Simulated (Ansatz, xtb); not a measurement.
**FH3N2Sn: where a starting geometry ends**

The starting geometry of this gas-phase singlet was built from a drawn formula by distance geometry and a force field; its bonds are those of `[F][SnH]1[NH][NH]1`.

```yaml
atoms:
  - { symbol: F, position_ang: [-2.9826, 1.5549, 1.1006] }
  - { symbol: N, position_ang: [0.0959, 0.6413, 0.7240] }
  - { symbol: N, position_ang: [-0.2079, -0.3656, 1.5663] }
  - { symbol: Sn, position_ang: [-1.2671, 1.3750, 2.0411] }
  - { symbol: H, position_ang: [-0.4956, 2.6984, 2.8968] }
  - { symbol: H, position_ang: [-0.3499, 0.5687, -0.2119] }
  - { symbol: H, position_ang: [-0.9030, -1.0066, 1.1485] }
```

Q: Predict what it relaxes into with r2SCAN-D4/def2-SVP.

A: A bond breaks, giving a structure given below by its coordinates. Distances that change by over a tenth: N3–Sn4 (2.09 → 2.31 Å). Contacts that open: N2–Sn4 (2.03 → 3.35 Å).

The energy falls by 2.20 eV over 23 steps:

```
step  E − E(last) (eV)
   1             2.203
   3             1.330
   6             0.611
   8             0.433
  11             0.281
  13             0.233
  16             0.051
  18             0.010
  21             0.000
  23             0.000
```

Final geometry (Å):

```xyz
7

F    -2.9381    0.8845    1.8822
N     0.5757    0.0314    0.6373
N    -0.4948    0.4509    1.0932
Sn   -1.3766    1.1849    3.1035
H    -0.9654    2.7810    2.3857
H     0.4527   -0.2872   -0.3459
H    -1.3636    0.4205    0.5095
```

From the same start GFN2-xTB reaches the same bonding as this run.

The end wasn't checked by frequencies. Atoms past krypton carry core potentials, without spin–orbit terms. Run with Ansatz 0.2.0, 19 s on 2 threads of Intel(R) Xeon(R) 6975P-C (Granite Rapids), with other jobs on the host.
